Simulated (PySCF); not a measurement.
Gas-phase reaction: 2 SnH3Cl → 2 SnH2 + Cl2 + 2 H

Method: PySCF energies plus ideal-gas RRHO corrections (1 bar). † marks an energy on the PBE0/def2-TZVP geometry and frequencies; other levels use their own. MP2 and CCSD(T) freeze the core. Open shells (unrestricted): H (multiplicity 2); the rest are closed-shell singlets. Sn: scalar-relativistic def2 core potential, no spin-orbit coupling. SnH3Cl, SnH2: computed as isolated molecules; such fragments, hydroxides, amides, oligomers or adducts are transient or little studied in the gas. MP2 isn't extrapolated to the basis-set limit; its ΔH°(298 K) is 939.1 kJ in def2-SVP and 936.9 kJ in def2-TZVPP. CCSD(T) isn't extrapolated to the basis-set limit; its ΔH°(298 K) is 919.0 kJ in def2-SVP and 941.2 kJ in def2-TZVPP. The harmonic model lacks anharmonicity and excited electronic states, which grow with temperature; levels with a mode under 35 cm⁻¹ are left out.

```tsv
level	ΔE electronic, kJ	ΔH°(298 K), kJ	ΔS°(298 K), J/K	ΔG°(800 K), kJ
BLYP/def2-TZVP†	890	848	359	557
CCSD(T)/def2-SVP†	961	919	359	628
CCSD(T)/def2-TZVPP†	983	941	359	650
HF/def2-TZVP†	888	846	359	555
MP2/def2-TZVPP†	979	937	359	646
PBE/def2-SVP	932	892	359	601
PBE0/def2-TZVP	961	919	359	627
r2SCAN/def2-TZVP†	989	947	359	656
LDA/def2-TZVP†	1031	989	359	697
ωB97X-V/def2-TZVP†	998	956	359	665
```
ΔH° is lowest at HF/def2-TZVP† and highest at LDA/def2-TZVP†. No reference value is set beside these.
